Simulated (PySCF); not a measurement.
# How methods differ on the ionisation energy of Mo³⁺

Mo³⁺ [Kr] 4d3 [4d3/2^3, M_J = 3/2] → Mo⁴⁺ [Kr] 4d2 [4d3/2^2, M_J = 2], as a difference of total energies. All numbers are calculated (PySCF 2.14, the two-component X2C-1e Hamiltonian, in x2c-SVPall-2c (6s8p6d1f, 67 functions)). Correlated levels: [Ar] 3d10 frozen; the 6 highest virtual spinors dropped. "Screened" scales the spin-orbit matrix elements by Boettger's factors to mimic the two-electron term; Breit and QED terms are absent.

| method | ionisation energy (eV) |
| --- | --- |
| GHF (spin-free) | 39.231 |
| GMP2 (spin-free) | 39.689 |
| GHF (screened spin-orbit) | 39.186 |
| GMP2 (screened spin-orbit) | 39.647 |

Question: How much does correlation contribute at GMP2 (screened spin-orbit)?

Answer: 39.647 − (39.186) = 0.461 eV, measured against GHF (screened spin-orbit).

The spin-free rows relax to the high-spin LS determinant and lack the spin-orbit shift.

Errors of the correlated levels include the incompleteness of this basis and the frozen core.

The labels give the starting determinants; with spin-orbit coupling the two ends relaxed to ⟨J²⟩ = 6.41, ⟨L²⟩ = 11.98, ⟨S²⟩ = 3.74 and ⟨J²⟩ = 7.13, ⟨L²⟩ = 11.87, ⟨S²⟩ = 1.96.

The determinant of Mo³⁺ and of Mo⁴⁺ mixes levels of different J (the jj label is only the starting occupation), so the difference between spin-free and spin-orbit rows is not the physical spin-orbit shift.

For comparison: 40.33 ± 0.06 eV (semi-empirical (NIST evaluation); NIST Atomic Spectra Database, ionization energies).
